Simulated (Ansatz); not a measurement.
A run on GaH5SSi, SMILES `S[SiH2][GaH2]` with other settings.

```yaml
crystal:
  periodic: [false, false, false]
  atoms:
    - {symbol: S, position_ang: [-2.103802, 0.384269, 0.021266]}
    - {symbol: Si, position_ang: [-0.036746, 1.024329, -0.031060]}
    - {symbol: Ga, position_ang: [1.085553, -1.066680, 0.323784]}
    - {symbol: H, position_ang: [-1.983102, -0.487529, -0.994588]}
    - {symbol: H, position_ang: [0.263100, 1.756888, -1.293263]}
    - {symbol: H, position_ang: [0.045333, 1.990777, 1.095233]}
    - {symbol: H, position_ang: [1.025634, -2.134460, -0.831178]}
    - {symbol: H, position_ang: [1.704031, -1.467594, 1.709806]}
basis:
  gaussian: {orbitals: def2-mTZVP}
hamiltonian: {xc: {name: HSE06}}
```

```sh
$ ansatz run in.yaml --threads 2 --pin off --events-out ev --progress --plain --max-ram 4352MiB
```

Shortened log:

```
Functional definition: HSE06
887 factors; integrals over basis functions are off by at most 8.8e-4 eV
113 factors; integrals over basis functions are off by at most 4.0e-7 eV
mean field evaluation 1: about -71157.0068 eV, gradient 2.5e1 eV
mean field evaluation 2: about -71156.8632 eV, gradient 3.2e1 eV
mean field evaluation 4: about -71158.1290 eV, gradient 7.0e-1 eV
mean field evaluation 8: about -71158.1957 eV, gradient 7.0e-2 eV
mean field evaluation 16: about -71158.1957 eV, gradient 2.8e-5 eV
mean field -71158.19568943 eV, -2615.0154588293 hartree, gradient 2.8e-5 eV, S^2 0.000000; 0 other end points of the search recorded, 0 dependent functions left out
reference -71158.19573416 eV, -2615.0154604730 hartree; 33, 33 occupied and 62, 62 virtual orbitals, 887 factors
Total energy: -71158.19573416 eV, -2615.0154604730 hartree
```

Run time 0.9 s (2 threads of an AMD EPYC 9R45 on a shared host); peak host memory 0.21 GiB.
